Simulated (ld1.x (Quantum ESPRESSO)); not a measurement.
# Transferability test, ultrasoft potential for Sm

* Element: Sm (Z = 62)
* Generator: ld1.x (Quantum ESPRESSO) 7.5
* Type: ultrasoft
* Functional: LDA (PZ)
* Relativity: fully relativistic
* Frozen core: [Kr] 4d10 4f6
* Valence charge: 10
* Reference configuration: 5s2 5p6 5d0 6s2 6p0
* Partial waves: 5s (bound): rcut 1.80, rcutus 2.35 bohr; 6s (bound): rcut 1.80, rcutus 2.35 bohr; 5p (bound): rcut 2.20, rcutus 2.70 bohr; 6p (bound, empty): rcut 2.20, rcutus 2.70 bohr; 5d (bound, empty): rcut 3.40, rcutus 3.75 bohr; 5d channel at 0.25 Ry: rcut 3.40, rcutus 3.75 bohr
* Local potential: all-electron potential smoothed inside 1.95 bohr (lloc = -1)
* Core correction: none
* Augmentation charge: PSQ, radius 1.30 bohr

Open shells are filled in proportion to 2j + 1 (rel_dist='average').

Energies are relative to the spin-unpolarised reference configuration 5s2 5p6 5d0 6s2 6p0; without spin polarisation the order of configurations can differ from experiment. Not all tests gave a result: 1 of 7 tests not solved or not reliable. Left out of the table: 5s2 5p5 5d0 6s2 6p0 (solver errors, printed error -463 eV). The frozen-core shift is the all-electron ΔE with the core orbitals held at their reference shape minus the fully relaxed ΔE.

Its overlap operator is not positive definite in a basis up to 400 Ry (lowest eigenvalue p1/2 -0.25, p3/2 -0.16), so the file is unfit for use: the generalised eigenproblem breaks down once the basis is large enough, and its test numbers describe a broken file.

```tsv
valence configuration	charge	ΔE all-electron (eV)	error AE − PS (meV)	frozen-core shift (meV)
5s2 5p6 5d0 6s1 6p0	+1	6.152	-7.4	+20
5s2 5p6 5d0 6s0 6p0	+2	17.446	-7.6	+127
5s2 5p6 5d0 6s1.5 6p0	+0.5	2.456	-1.9	+4.2
5s2 5p6 5d0.5 6s1.5 6p0	0	0.978	+204	+3.5
5s2 5p6 5d1 6s1 6p0	0	2.012	+455	+12
5s2 5p6 5d1 6s0 6p0	+1	7.578	+717	+4.7
```

Note: ghost states, extra bound levels that the all-electron valence spectrum of the same l lacks: d5/2 at -8.4 eV, d3/2 at -4.7 eV (p1/2, p3/2 not tested). A true bound ghost makes a file unfit for plane-wave use.
